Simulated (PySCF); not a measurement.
PySCF input file for cyclopentadiene (C5H6), SMILES C1=CCC=C1, PBE0-D3(BJ)/def2-SVP. The structure is a stationary point at PBE0-D3(BJ)/def2-SVP. Other conformers were not sampled.

```python
import numpy as np
from pyscf import gto, scf, dft
from pyscf.hessian import thermo

mol = gto.M(
    atom='''
    C    -0.99048123   -0.73178416   -0.00000000
    C     0.28495880   -1.17558774    0.00000000
    C     1.20926694    0.00000717    0.00000000
    C     0.28494488    1.17559112    0.00000000
    C    -0.99048991    0.73177242   -0.00000000
    H    -1.88811642   -1.35288234   -0.00000000
    H     0.61428263   -2.21536779    0.00000000
    H     1.87925651    0.00001114   -0.88058172
    H     1.87925650    0.00001114    0.88058172
    H     0.61425638    2.21537507    0.00000000
    H    -1.88813246    1.35285996   -0.00000000
    ''',
    basis='def2-SVP',
    charge=0,
    spin=0,
    max_memory=1600,
    verbose=3,
)
mf = dft.RKS(mol, xc='pbe0').density_fit(auxbasis='def2-universal-jkfit')
mf.disp = 'd3bj'
mf.grids.level = 3
mf.conv_tol = 1e-11
mf.max_cycle = 100
mf.kernel()

# [left out here: the lines that compute and print the analytic Hessian (its translational invariance restored by hand, since the grid's response is missing), thermochemistry and intensities]
```

Output:

```
[...]
Mode                                 6                   7                   8
Irrep
Freq [cm^-1]                      903.1701            948.0920            968.0106
Reduced mass [au]                   1.9171              1.8446              1.3005
Force const [Dyne/A]                0.9214              0.9769              0.7180
Char temp [K]                    1299.4607           1364.0932           1392.7517
Normal mode                   x     y     z       x     y     z       x     y     z
       0   C                -0.00 -0.00  0.01   -0.01 -0.04  0.00   -0.00 -0.00 -0.07
       1   C                -0.00 -0.00  0.09    0.04  0.09  0.00   -0.00 -0.00  0.07
       2   C                 0.00  0.00 -0.16   -0.13 -0.00 -0.00    0.00  0.00 -0.00
       3   C                 0.00 -0.00  0.09    0.04 -0.09 -0.00    0.00 -0.00  0.07
       4   C                 0.00 -0.00  0.01   -0.01  0.04 -0.00    0.00 -0.00 -0.07
       5   H                -0.00  0.00 -0.31    0.11 -0.21 -0.00   -0.00  0.00  0.44
       6   H                -0.00 -0.00 -0.15    0.37  0.20  0.00   -0.00 -0.00 -0.42
       7   H                 0.33 -0.00  0.10   -0.14  0.00 -0.00    0.01  0.00  0.01
       8   H                -0.33  0.00  0.10   -0.14  0.00  0.00   -0.01 -0.00  0.01
       9   H                 0.00 -0.00 -0.15    0.37 -0.20 -0.00    0.00 -0.00 -0.42
      10   H                 0.00  0.00 -0.31    0.11  0.21  0.00    0.00  0.00  0.44
Mode                                 9                  10                  11
Irrep
Freq [cm^-1]                      972.1776            978.2537           1037.3647
Reduced mass [au]                   1.3295              1.4083              2.0434
Force const [Dyne/A]                0.7403              0.7940              1.2956
Char temp [K]                    1398.7471           1407.4892           1492.5368
Normal mode                   x     y     z       x     y     z       x     y     z
       0   C                -0.00 -0.00 -0.10    0.04  0.01 -0.00    0.03  0.12 -0.00
       1   C                 0.00  0.00  0.04    0.02  0.08  0.00    0.01  0.08  0.00
       2   C                -0.00  0.00  0.00   -0.00 -0.09 -0.00   -0.05 -0.00  0.00
       3   C                 0.00 -0.00 -0.04   -0.02  0.08  0.00    0.01 -0.08 -0.00
       4   C                 0.00  0.00  0.10   -0.04  0.01  0.00    0.03 -0.12  0.00
       5   H                 0.00 -0.00  0.55    0.14 -0.13 -0.00   -0.16  0.42  0.00
       6   H                 0.00  0.00 -0.24    0.13  0.12 -0.00    0.04  0.10 -0.00
       7   H                 0.00 -0.09  0.00    0.00 -0.52  0.00   -0.06 -0.00 -0.01
       8   H                -0.00  0.09  0.00    0.00 -0.52 -0.00   -0.06 -0.00  0.01
       9   H                 0.00 -0.00  0.24   -0.13  0.12 -0.00    0.04 -0.10  0.00
      10   H                 0.00  0.00 -0.55   -0.14 -0.13 -0.00   -0.16 -0.42 -0.00
Mode                                12                  13                  14
Irrep
Freq [cm^-1]                     1097.7629           1105.3040           1122.8686
Reduced mass [au]                   1.1219              1.1511              1.4351
Force const [Dyne/A]                0.7966              0.8286              1.0661
Char temp [K]                    1579.4364           1590.2864           1615.5578
Normal mode                   x     y     z       x     y     z       x     y     z
       0   C                -0.01  0.02 -0.00    0.00  0.00 -0.02   -0.07 -0.05 -0.00
       1   C                 0.04 -0.05  0.00   -0.00  0.00  0.07    0.01 -0.04  0.00
       2   C                -0.00 -0.00 -0.00   -0.00  0.00 -0.00    0.09  0.00 -0.00
       3   C                -0.04 -0.05 -0.00   -0.00 -0.00 -0.07    0.01  0.04 -0.00
       4   C                 0.01  0.02  0.00    0.00 -0.00  0.02   -0.07  0.05  0.00
       5   H                -0.24  0.36 -0.00    0.00 -0.00 -0.05   -0.29  0.24 -0.00
       6   H                 0.49  0.09 -0.00   -0.00 -0.00 -0.11    0.42  0.08 -0.00
       7   H                -0.00 -0.09  0.00    0.00  0.64  0.00    0.11  0.00  0.01
       8   H                -0.00 -0.09 -0.00   -0.00 -0.64  0.00    0.11 -0.00 -0.01
       9   H                -0.49  0.09  0.00   -0.00  0.00  0.11    0.42 -0.08  0.00
      10   H                 0.24  0.36 -0.00    0.00  0.00  0.05   -0.29 -0.24  0.00
Mode                                15                  16                  17
Irrep
Freq [cm^-1]                     1262.2877           1329.7690           1364.9709
Reduced mass [au]                   1.4771              2.3235              1.1144
Force const [Dyne/A]                1.3866              2.4207              1.2233
Char temp [K]                    1816.1510           1913.2415           1963.8892
Normal mode                   x     y     z       x     y     z       x     y     z
       0   C                 0.03 -0.03  0.00   -0.00  0.05  0.00    0.01 -0.04 -0.00
       1   C                 0.03 -0.02  0.00   -0.07 -0.09  0.00    0.00  0.01  0.00
       2   C                -0.00  0.15 -0.00   -0.00  0.14 -0.00    0.08  0.00  0.00
       3   C                -0.03 -0.02  0.00    0.07 -0.09  0.00    0.00 -0.01 -0.00
       4   C                -0.03 -0.03  0.00    0.00  0.05  0.00    0.01  0.04 -0.00
       5   H                -0.15  0.23 -0.00    0.22 -0.27 -0.00   -0.06  0.05 -0.00
       6   H                -0.32 -0.14 -0.00    0.20 -0.01 -0.00   -0.04 -0.01 -0.00
       7   H                 0.00 -0.36  0.00    0.00 -0.16  0.00   -0.51 -0.00 -0.42
       8   H                 0.00 -0.36 -0.00    0.00 -0.16 -0.00   -0.51 -0.00  0.42
       9   H                 0.32 -0.14 -0.00   -0.20 -0.01 -0.00   -0.04  0.01  0.00
      10   H                 0.15  0.23 -0.00   -0.22 -0.27 -0.00   -0.06 -0.05  0.00
Mode                                18                  19                  20
Irrep
Freq [cm^-1]                     1415.5391           1592.7885           1673.4176
Reduced mass [au]                   2.1621              6.6826              5.6822
Force const [Dyne/A]                2.5526              9.9888              9.3750
Char temp [K]                    2036.6456           2291.6680           2407.6753
Normal mode                   x     y     z       x     y     z       x     y     z
       0   C                -0.01  0.12 -0.00    0.11 -0.07  0.00    0.13 -0.05 -0.00
       1   C                -0.06 -0.06  0.00   -0.14  0.03  0.00   -0.13  0.02 -0.00
       2   C                 0.06 -0.00  0.00    0.03 -0.00 -0.00    0.00  0.00  0.00
       3   C                -0.06  0.06 -0.00   -0.14 -0.03 -0.00    0.13  0.02 -0.00
       4   C                -0.01 -0.12 -0.00    0.11  0.07  0.00   -0.13 -0.05 -0.00
       5   H                 0.23 -0.20 -0.00    0.03  0.08 -0.00    0.00  0.18 -0.00
       6   H                 0.31  0.06 -0.00    0.09  0.12 -0.00    0.06  0.11  0.00
       7   H                -0.06 -0.00 -0.10    0.06 -0.00  0.03   -0.00  0.06 -0.00
       8   H                -0.06 -0.00  0.10    0.06 -0.00 -0.03   -0.00  0.06  0.00
       9   H                 0.31 -0.06  0.00    0.09 -0.12 -0.00   -0.06  0.11  0.00
      10   H                 0.23  0.20  0.00    0.03 -0.08  0.00   -0.00  0.18 -0.00
Mode                                21                  22                  23
Irrep
Freq [cm^-1]                     3047.6318           3089.0685           3225.0749
Reduced mass [au]                   1.0642              1.0998              1.0872
Force const [Dyne/A]                5.8237              6.1830              6.6628
Char temp [K]                    4384.8636           4444.4818           4640.1647
Normal mode                   x     y     z       x     y     z       x     y     z
       0   C                 0.00 -0.00  0.00   -0.00 -0.00 -0.00    0.04  0.03  0.00
       1   C                 0.00 -0.00  0.00    0.00 -0.00 -0.00    0.01 -0.02 -0.00
       2   C                -0.07 -0.00  0.00   -0.00 -0.00 -0.09   -0.00  0.00  0.00
       3   C                 0.00  0.00 -0.00    0.00  0.00 -0.00   -0.01 -0.02  0.00
       4   C                 0.00  0.00 -0.00    0.00  0.00 -0.00   -0.04  0.03  0.00
       5   H                 0.00  0.00  0.00    0.00  0.00 -0.00   -0.50 -0.34  0.00
       6   H                -0.01  0.02 -0.00   -0.00  0.00  0.00   -0.09  0.29 -0.00
       7   H                 0.40  0.00 -0.55   -0.42 -0.00  0.53    0.00 -0.00 -0.00
       8   H                 0.40  0.00  0.55    0.42  0.00  0.53    0.00 -0.00  0.00
       9   H                -0.01 -0.02 -0.00   -0.00 -0.00  0.00    0.09  0.29 -0.00
      10   H                 0.00 -0.00 -0.00    0.00 -0.00 -0.00    0.50 -0.34 -0.00
Mode                                24                  25                  26
Irrep
Freq [cm^-1]                     3234.8994           3253.0426           3258.6239
Reduced mass [au]                   1.0905              1.1028              1.1094
Force const [Dyne/A]                6.7233              6.8758              6.9407
Char temp [K]                    4654.3001           4680.4040           4688.4343
Normal mode                   x     y     z       x     y     z       x     y     z
       0   C                 0.04  0.03 -0.00    0.03  0.01 -0.00    0.03  0.02  0.00
       1   C                 0.01 -0.03 -0.00   -0.02  0.05  0.00   -0.02  0.05  0.00
       2   C                 0.00  0.00  0.00    0.00 -0.00 -0.00   -0.00 -0.00 -0.00
       3   C                 0.01  0.03  0.00    0.02  0.05 -0.00   -0.02 -0.05 -0.00
       4   C                 0.04 -0.03  0.00   -0.03  0.01 -0.00    0.03 -0.02 -0.00
       5   H                -0.43 -0.30  0.00   -0.24 -0.16  0.00   -0.34 -0.24  0.00
       6   H                -0.12  0.40 -0.00    0.18 -0.57  0.00    0.16 -0.50  0.00
       7   H                -0.01 -0.00  0.01   -0.00  0.00  0.00    0.02  0.00 -0.02
       8   H                -0.01 -0.00 -0.01   -0.00  0.00 -0.00    0.02  0.00  0.02
       9   H                -0.12 -0.40  0.00   -0.18 -0.57  0.00    0.16  0.50 -0.00
      10   H                -0.43  0.30  0.00    0.24 -0.16 -0.00   -0.34  0.23 -0.00
temperature 298.1500 [K]
pressure 101325.00 [Pa]
Rotational constants [GHz] 8.46667 8.25651 4.29110
Symmetry number 1
Zero-point energy (ZPE) 0.09287 [Eh]   243834.836 [J/mol]
                           tot       elec      trans        rot        vib
Entropy [J/mol/K]       279.260      0.000    161.017    102.451     15.792
Cv [J/mol/K]             65.306      0.000     12.472     12.472     40.363
Cp [J/mol/K]             73.620      0.000     20.786     12.472     40.363
Internal energy [J/mol]                      3718.434   3718.434 247322.745
Internal energy [Eh]   -193.63807  -193.73510
Enthalpy [J/mol]                             6197.391   3718.434 247322.745
Enthalpy [Eh]          -193.63713
Gibbs free energy [J/mol]                  -41809.931 -26827.229 242614.338
Gibbs free energy [Eh] -193.66884
mode   freq/cm-1   IR/(km/mol)
   1      334.48        11.618
   2      527.74         0.000
   3      681.79        63.310
   4      719.16         0.000
   5      810.77         0.055
   6      811.94         7.512
   7      903.17        26.902
   8      948.09        14.517
   9      968.01         0.001
  10      972.18         0.000
  11      978.25        14.855
  12     1037.36         0.016
  13     1097.76         4.242
  14     1105.30         0.000
  15     1122.87         0.308
  16     1262.29         1.153
  17     1329.77         1.948
  18     1364.97        29.091
  19     1415.54         2.261
  20     1592.79         2.837
  21     1673.42         0.568
  22     3047.63         3.226
  23     3089.07         2.142
  24     3225.07         3.072
  25     3234.90         5.040
  26     3253.04         8.932
  27     3258.62         1.554
max |gradient| / (hartree/bohr): 4.000960792120005e-05
APT charges: [-0.0352 -0.0855 -0.0638 -0.0855 -0.0352  0.049   0.0535  0.05    0.05
  0.0535  0.0491]
```

Self-consistency was reached.

Cost: very roughly 80 core-seconds.
